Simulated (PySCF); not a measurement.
Propyl acetate, C5H10O2.
Bonds: C1–C2, C2–C3, C3–O4, O4–C5, C5–C6, C5–O7 (double). Hydrogens: H8, H9, H10 on C1; H11, H12 on C2; H13, H14 on C3; H15, H16, H17 on C6.

Computed with PySCF at wB97X-D/pcSseg-2, non-relativistic, on one gas-phase PBE0-D3(BJ)/def2-TZVP geometry that isn't relaxed in the solvent. The solvent is an IEF-PCM continuum (cavity from Bondi-type radii × 1.2). Specific hydrogen bonds and non-electrostatic terms are outside this model.

Gas phase at wB97X-D/pcSseg-2: HOMO -9.86 eV, LUMO 2.21 eV, dipole 1.86 D.

Question: What does the continuum do to the energy, the frontier levels and the dipole at wB97X-D/pcSseg-2 in chloroform?

Answer: 
| solvent | ε | E(solvent) − E(gas) (kcal/mol) | polarisation term (kcal/mol) | distortion of the solute (kcal/mol) | HOMO (eV) | LUMO (eV) | dipole (D) |
| --- | --- | --- | --- | --- | --- | --- | --- |
| chloroform | 4.711 | -3.79 | -4.18 | 0.39 | -10.03 | 2.17 | 2.29 |

The first energy column is the sum of the next two and covers electrostatics alone.

Question: Which radius a makes the point-dipole formula ΔE = −[(ε − 1)/(2ε + 1)]·μ²/a³ give the value in chloroform, with the gas-phase dipole?

Answer: μ = 0.731 au and |ΔE| = 0.00604 Eh give a = 1.67 Å; the farthest nucleus lies 3.79 Å from the centroid of the nuclei, so such a sphere wouldn't even hold the nuclei. The formula assumes a rigid point dipole at the centre of a sphere.

The values belong to the conformer `[CH3:1][CH2:2][CH2:3][O:4][C:5]([CH3:6])=[O:7]`: C1–C2–C3–O4 178°, C2–C3–O4–C5 85°, C3–O4–C5–C6 179°.

wB97X-D is run here without its empirical dispersion term; that term would change no orbital, density or response property at a fixed geometry.
